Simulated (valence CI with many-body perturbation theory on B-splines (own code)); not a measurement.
**Energy levels of Zr XVIII**

Calculated by relativistic CI+MBPT: five valence electrons over a frozen Dirac-Fock core [Ar], radial functions for each j: 7 s, 7 p, 8 d, 6 f, 4 g, 1 h, with the one-electron correlation potential Σ1 (screened to all orders), the two-electron term Σ2, the three-electron term Σ3, Breit, model QED; selected single and double excitations, second order for the rest (own B-spline code, finite nucleus).

No measured levels were compared; by estimate terms of the open shell hold to 2 to 4 % of their energy, and close levels can change places. Core correlation moves these levels by up to 11000 cm⁻¹, and in measured spectra 5 to 20 % of such shifts remained as error; rates that hang on mixing are uncertain with them. Only levels of the ground parity were solved; by the run's estimate the other parity begins above the list, which can be wrong where configurations are misplaced.

Levels 1 to 37 of 37, with energies above the lowest level, 3d⁵ ⁶S_5/2. "Leading %" is the weight of the configuration and term that name the level; weights of strongly mixed levels are sums over their largest components and can fall short. Lifetimes count E1, E2, E3, M1 and M2 decay at the calculated energies, and are blank where another channel may lead or the interval is too uncertain; long ones can be off by a factor of two.

| No. | Configuration | Term | J | E (eV) | Leading % | Second component | Lifetime |
| --- | --- | --- | --- | --- | --- | --- | --- |
| 1 | 3d⁵ | ⁶S | 5/2 | 0.000 | 96 | 4 % 3d⁵ ⁴P |  |
| 2 | 3d⁵ | ⁴G | 5/2 | 10.303 | 50 | 14 % 3d⁵ ⁴P | 2.92 ms |
| 3 | 3d⁵ | ⁴G | 7/2 | 11.118 | 87 | 6 % 3d⁵ ²F | 109 ms |
| 4 | 3d⁵ | ⁴G | 11/2 | 11.173 | 93 | 6 % 3d⁵ ²H |  |
| 5 | 3d⁵ | ⁴G | 9/2 | 11.415 | 96 |  | 1.25 s |
| 6 | 3d⁵ | ⁴G | 5/2 | 11.498 | 36 | 34 % 3d⁵ ⁴P | 1.40 ms |
| 7 | 3d⁵ | ⁴P | 3/2 | 11.779 | 58 | 37 % 3d⁵ ⁴D | 1.31 ms |
| 8 | 3d⁵ | ⁴P | 1/2 | 12.517 | 75 | 22 % 3d⁵ ⁴D | 94.9 ms |
| 9 | 3d⁵ | ⁴D | 7/2 | 13.626 | 87 | 7 % 3d⁵ ⁴G | 7.71 ms |
| 10 | 3d⁵ | ⁴D | 5/2 | 14.621 | 57 | 21 % 3d⁵ ⁴P | 1.86 ms |
| 11 | 3d⁵ | ⁴D | 1/2 | 14.689 | 77 | 22 % 3d⁵ ⁴P | 4.74 ms |
| 12 | 3d⁵ | ⁴D | 3/2 | 15.052 | 57 | 37 % 3d⁵ ⁴P | 1.75 ms |
| 13 | 3d⁵ | ²I | 11/2 | 15.968 | 83 | 14 % 3d⁵ ²H | 6.78 ms |
| 14 | 3d⁵ | ²I | 13/2 | 16.712 | 100 |  | 85.8 ms |
| 15 | 3d⁵ | ²F | 5/2 | 17.248 | 32 | 31 % 3d⁵ ²D | 603 μs |
| 16 | 3d⁵ | ²D | 3/2 | 17.509 | 59 | 37 % 3d⁵ ⁴F | 1.58 ms |
| 17 | 3d⁵ | ²F | 7/2 | 17.644 | 47 | 36 % 3d⁵ ⁴F | 5.54 ms |
| 18 | 3d⁵ | ⁴F | 9/2 | 17.968 | 48 | 39 % 3d⁵ ²G | 4.65 ms |
| 19 | 3d⁵ | ⁴F | 5/2 | 19.080 | 69 | 23 % 3d⁵ ²F | 2.89 ms |
| 20 | 3d⁵ | ²H | 9/2 | 19.827 | 57 | 35 % 3d⁵ ⁴F | 1.34 ms |
| 21 | 3d⁵ | ²F | 7/2 | 20.028 | 46 | 36 % 3d⁵ ⁴F | 976 μs |
| 22 | 3d⁵ | ⁴F | 3/2 | 20.378 | 59 | 38 % 3d⁵ ²D | 1.73 ms |
| 23 | 3d⁵ | ²G | 7/2 | 20.901 | 76 | 23 % 3d⁵ ²F | 3.45 ms |
| 24 | 3d⁵ | ²F | 5/2 | 21.596 | 70 | 21 % 3d⁵ ²D | 1.30 ms |
| 25 | 3d⁵ | ²H | 11/2 | 21.641 | 80 | 16 % 3d⁵ ²I |  |
| 26 | 3d⁵ | ²G | 9/2 | 22.432 | 53 | 32 % 3d⁵ ²H | 2.22 ms |
| 27 | 3d⁵ | ²F | 7/2 | 22.649 | 72 | 20 % 3d⁵ ⁴F | 2.40 ms |
| 28 | 3d⁵ | ²F | 5/2 | 22.937 | 48 | 34 % 3d⁵ ²D | 717 μs |
| 29 | 3d⁵ | ²S | 1/2 | 24.000 | 95 |  | 958 μs |
| 30 | 3d⁵ | ²D | 3/2 | 26.749 | 98 |  | 692 μs |
| 31 | 3d⁵ | ²D | 5/2 | 27.551 | 86 | 10 % 3d⁵ ²F | 570 μs |
| 32 | 3d⁵ | ²G | 9/2 | 29.771 | 100 |  |  |
| 33 | 3d⁵ | ²G | 7/2 | 30.129 | 96 |  | 953 μs |
| 34 | 3d⁵ | ²P | 3/2 | 35.378 | 89 | 10 % 3d⁵ ²D |  |
| 35 | 3d⁵ | ²P | 1/2 | 36.084 | 97 |  |  |
| 36 | 3d⁵ | ²D | 5/2 | 39.046 | 99 |  |  |
| 37 | 3d⁵ | ²D | 3/2 | 39.596 | 89 | 10 % 3d⁵ ²P |  |

Names give the largest LS component (configuration and term), which can be under half, so a name can repeat, a term be missing and a line seem to break the LS rules; names also repeat where a configuration has a term twice.

The ionisation energy to 3d⁴ ⁵D0 of the next ion comes out as 689.16 eV (NIST: 690 ± 3 eV (theoretical)). All 37 levels together are meant to be complete up to 41.169 eV.
